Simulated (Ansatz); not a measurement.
Reactions of `CO[Si](F)(F)C#N`.

Isolated molecules relaxed with PBE0-D4/def2-TZVP in Ansatz; ΔE leaves out vibrations. CCSD(T)/CBS adds triple-zeta CCSD(T) − MP2 to the extrapolated MP2 energy (def2 sets, frozen cores). This one scheme is used for every species, atoms too. For atomizations the MP2-based limit and the directly extrapolated one differ by several kJ/mol either way, and by 10 to 25 for some Ge, Se and Sn compounds, so smaller differences from it don't rank the levels. DFT in def2-TZVPP. No spin–orbit coupling; open shells (•) take unrestricted orbitals. Spin–orbit coupling would lower the free atoms: a little for C, F, O, Si. Each species was taken in one conformer, which may not be the lowest.

```tsv
reaction	ωB97X-V (eV)	B97M-V (eV)	revPBE-D4 (eV)	CCSD(T)/CBS(def2) (eV)
`CO[Si](F)(F)C#N` → `C[O]`• + `N#C[Si](F)F`•	5.59	5.49	5.11	5.80
`CO[Si](F)(F)C#N` + H–F → `CO[Si](F)(F)F` + `C#N`	-1.24	-1.28	-1.06	-1.21
`CO[Si](F)(F)C#N` + CH₄ → `C[Si](F)(F)C#N` + CH₃OH	1.11	1.17	1.02	1.14
`CO[Si](F)(F)C#N` + H₂O → `CO[Si](O)(F)F` + `C#N`	-0.87	-0.86	-0.73	-0.84
`CO[Si](F)(F)C#N` → 2 C• + 2 F• + 3 H• + N• + O• + Si•	46.78	46.67	46.44	46.84
`CO[Si](F)(F)C#N` + H₂ → `CO[SiH](F)C#N` + H–F	1.33	1.45	1.29	1.33
`CO[Si](F)(F)C#N` + HCl → `N#C[Si](F)(F)Cl` + CH₃OH	0.29	0.26	0.19	0.31
```

Largest T1 diagnostic: 0.019, for `C[O]`•.
